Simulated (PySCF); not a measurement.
Predicted microwave data (PBE0/pcSseg-1 in PySCF (dipole) on a GFN2-xTB geometry, gas phase) for one isomer of FH12NSi5:

```
Rotational constants : A = 865.4, B = 681.5, C = 610.2 MHz
Dipole components    : |μa| = 2.23 D, |μb| = 0.87 D, |μc| = 1.00 D
Inertial defect      : -497.28 u·Å²
κ                    : -0.44
```

Problem. Which structure is it? (One computed conformer of each.)
A. `[F:1][SiH2:2][Si:3]([SiH3:4])([SiH3:5])[NH:6][SiH3:7]` with F1–Si2–Si3–Si4 -64°, Si2–Si3–N6–Si7 -55°
B. `[F:1][Si:2]([SiH3:3])([SiH3:4])[NH:5][SiH2:6][SiH3:7]` with F1–Si2–N5–Si6 -179°, Si2–N5–Si6–Si7 168°

Solution. A. It is F[SiH2][Si]([SiH3])([SiH3])N[SiH3], an asymmetric top, point group C1. The candidates at the same level (rigid rotor, commonest isotopes):

| SMILES | A (MHz) | B (MHz) | C (MHz) | μa (D) | μb (D) | μc (D) | Δ (u·Å²) | point group | rotor |
| --- | --- | --- | --- | --- | --- | --- | --- | --- | --- |
| F[SiH2][Si]([SiH3])([SiH3])N[SiH3] | 865.4 | 681.5 | 610.2 | 2.23 | 0.87 | 1.00 | -497.28 | C1 | asymmetric top |
| F[Si]([SiH3])([SiH3])N[SiH2][SiH3] | 1249 | 504.7 | 437.4 | 0.97 | 0.24 | 0.55 | -250.59 | C1 | asymmetric top |

`F[Si]([SiH3])([SiH3])N[SiH2][SiH3]` has A 44 % too high. No structure here is proved a minimum.
